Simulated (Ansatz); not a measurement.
Geometry optimisation, Ansatz 0.2.0, DFT PBE, scalar-relativistic, plane waves, PAW.

The input (input.yaml):

```yaml
crystal:
  lattice:
    - [8.46, 0.0, 0.0]
    - [0.0, 8.46, 0.0]
    - [0.0, 0.0, 8.46]
  atoms:
    - { symbol: Na, position: [0.0, 0.0, 0.0] }
    - { symbol: Na, position: [0.5, 0.0, 0.0] }
    - { symbol: Na, position: [0.0, 0.5, 0.0] }
    - { symbol: Na, position: [0.0, 0.0, 0.5] }
    - { symbol: Na, position: [0.25, 0.25, 0.25] }
    - { symbol: Na, position: [0.5, 0.5, 0.0] }
    - { symbol: Na, position: [0.5, 0.0, 0.5] }
    - { symbol: Na, position: [0.75, 0.25, 0.25] }
    - { symbol: Na, position: [0.0, 0.5, 0.5] }
    - { symbol: Na, position: [0.25, 0.75, 0.25] }
    - { symbol: Na, position: [0.25, 0.25, 0.75] }
    - { symbol: Na, position: [0.5, 0.5, 0.5] }
    - { symbol: Na, position: [0.75, 0.75, 0.25] }
    - { symbol: Na, position: [0.75, 0.25, 0.75] }
    - { symbol: Na, position: [0.25, 0.75, 0.75] }
    - { symbol: Na, position: [0.75, 0.75, 0.75] }
    - { symbol: B, position: [-0.00371536, 0.7460534, 0.12005857] }
basis:
  ecutwfc: 420.0
kpoints:
  mp_grid: { grid: [2, 2, 2] }
hamiltonian:
  xc: pbe
scf:
  occupations: { method: gaussian, width: 0.05 }
  lower_state_search: "off"
relax:
  f_tol: 0.03
  max_steps: 60
  adjacent_minimum: "off"
output:
  write_density: true
  write_potential: true
  elf: true
  volumetric_format: npy
```

Run as:

```bash
$ ansatz run input.yaml --threads 4 --pin off --max-ram 10240MiB --backend cpu --events-out ev --progress --plain --runs-dir out
```

Where does it end, and by what steps?

It converged. The force dipped under the threshold on the way, but the program's further checks kept it going. Limits of this set-up: coarse k mesh, odd electron count without spin. After 10 steps the energy has fallen by 0.728 eV; Na4 moved furthest, 0.74 Å.

```csv
step,energy less start (eV),largest force component (eV/Å),accepted
0,0.0000,0.811,yes
1,-0.2988,0.312,yes
2,-0.4705,0.158,yes
3,-0.5985,0.104,yes
4,-0.6814,0.025,yes
5,-0.6814,0.025,yes
6,-0.6968,0.078,yes
7,-0.7222,0.053,yes
8,-0.7219,0.063,no
9,-0.7280,0.012,yes
10,-0.7282,0.016,yes
```

```xyz
17
Lattice="8.4600 0.0000 0.0000 0.0000 8.4600 0.0000 0.0000 0.0000 8.4600" Properties=species:S:1:pos:R:3
Na -0.002 0.369 0.176
Na 4.228 0.319 -0.221
Na -0.002 3.855 0.175
Na -0.002 -0.386 3.595
Na 2.433 2.112 2.327
Na 4.228 3.908 -0.219
Na 4.228 -0.227 4.570
Na 6.023 2.112 2.327
Na -0.002 4.612 3.594
Na 2.496 6.345 1.934
Na 1.887 2.113 6.002
Na 4.228 4.453 4.568
Na 5.961 6.345 1.935
Na 6.569 2.113 6.002
Na 1.736 6.342 6.974
Na 6.720 6.343 6.974
B -0.002 6.345 1.063
```

Run time: 32 s on 4 threads of INTEL(R) XEON(R) PLATINUM 8581C CPU @ 2.10GHz (Emerald Rapids), on a shared host, peak memory 1.5 GiB.
